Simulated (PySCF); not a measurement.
A GIAO shielding run with PySCF 2.14.0 with density-fitted response routines (density fitting, non-relativistic, gas phase) on `InChI=1S/C7H9P/c1-6-3-4-8-5-7(6)2/h3-5H,1-2H3`:

```
$ OMP_NUM_THREADS=1 python probes_run.py task.json out

{"job": {"kind": "nmr", "xc": "wB97X-D", "basis": "pcSseg-1", "pop": false}, "charge": 0, "multiplicity": 1}
C     -0.639348     1.747310     0.342248
C      0.213518     0.539565     0.085173
C      1.598778     0.699376    -0.037768
C      2.504642    -0.327475    -0.276014
P      2.083481    -1.997611    -0.464868
C      0.363170    -1.882546    -0.267813
C     -0.390917    -0.733346    -0.028474
C     -1.883473    -0.850915     0.112256
H     -1.387307     1.893157    -0.454275
H     -0.030473     2.659414     0.403053
H     -1.202146     1.653818     1.285509
H      1.991423     1.717482     0.063286
H      3.565529    -0.066196    -0.350843
H     -0.187694    -2.827589    -0.341325
H     -2.408757    -0.247528    -0.645839
H     -2.212818    -1.892618     0.002919
H     -2.225776    -0.487799     1.094935
```

Hardware: 1 thread of an Intel Xeon Platinum 8375C, shared host. The job also computes ring-centre shieldings.

Question: How large is the calculation?

Answer: 66 electrons, 188 basis functions and 992 auxiliary functions.

Question: How long does it take, and how much memory does it need?

Answer: 58 s of wall time, with 14 SCF cycles and 7 response iterations; peak memory 1.2 GiB. Times on a shared host scatter by some tens of per cent.

Question: And these other runs on the same molecule and hardware: GIAO shielding at PBE0/6-311+G(2d,p); GIAO shielding at PBE0/6-31G; GIAO shielding at PBE0/6-31G*; GIAO shielding at PBE0/STO-3G; GIAO shielding at mPW1PW91/pcSseg-1?

Answer: PBE0/6-311+G(2d,p): 278 functions, 85 s; PBE0/6-31G: 94 functions, 24 s; PBE0/6-31G*: 134 functions, 30 s; PBE0/STO-3G: 53 functions, 10 s; mPW1PW91/pcSseg-1: 188 functions, 43 s.
